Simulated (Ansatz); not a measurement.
Input file for Ansatz (an electronic-structure program): R-B3LYP/def2-TZVPP on F6Ga2.

Ansatz 0.2 input:
```yaml
crystal:
  periodic: [false, false, false]
  atoms:
    - {symbol: Ga, position_ang: [-1.10902661, -0.21031960, -0.94220648]}
    - {symbol: Ga, position_ang: [1.10907744, 0.21012937, 0.94212577]}
    - {symbol: F, position_ang: [-2.04094499, 1.18542621, -1.36541851]}
    - {symbol: F, position_ang: [-1.34749180, -1.82681866, -1.51291221]}
    - {symbol: F, position_ang: [2.04243942, -1.18422684, 1.36669064]}
    - {symbol: F, position_ang: [1.34563647, 1.82730356, 1.51175762]}
    - {symbol: F, position_ang: [-0.75718274, -0.22122244, 0.94061244]}
    - {symbol: F, position_ang: [0.75749281, 0.21972840, -0.94074927]}
basis:
  gaussian:
    orbitals: def2-TZVPP
hamiltonian:
  xc: {name: B3LYP}
scf: {lower_state_search: off}
```

The log:

```
WARN ansatz: RAYON_NUM_THREADS=4 ignored (pool sized by the plan → 4); use --threads N
Functional definition: B3LYP
these checks for a lower state are left out or cut short: stability, starts, cluster_reference, orbital_swaps, neighbouring_geometries, increment
integrals: 0.32 GiB planned
1742 factors; their error is unknown
mean field: 2.67 GiB planned
mean field evaluation 1: about -121063.0350 eV, gradient 9.5e1 eV
mean field evaluation 2: about -121029.3258 eV, gradient 1.9e2 eV
mean field evaluation 4: about -121074.9682 eV, gradient 7.3e0 eV
mean field evaluation 8: about -121075.0416 eV, gradient 3.1e-2 eV
mean field evaluation 16: about -121075.3812 eV, gradient 2.1e-5 eV
mean field -121075.38116621 eV, -4449.4381900171 hartree, gradient 1.0e-6 eV, S^2 0.000000; 0 other end points of the search recorded, 0 dependent functions left out
reference -121075.38143112 eV, -4449.4381997527 hartree; 58, 58 occupied and 224, 224 virtual orbitals, 1742 factors
Total energy: -121075.38143112 eV, -4449.4381997527 hartree
Checks for a lower state left out: stability, starts, cluster_reference, orbital_swaps, neighbouring_geometries, increment
```

Self-consistency was reached.

Cost: around 12 core-seconds (rough).
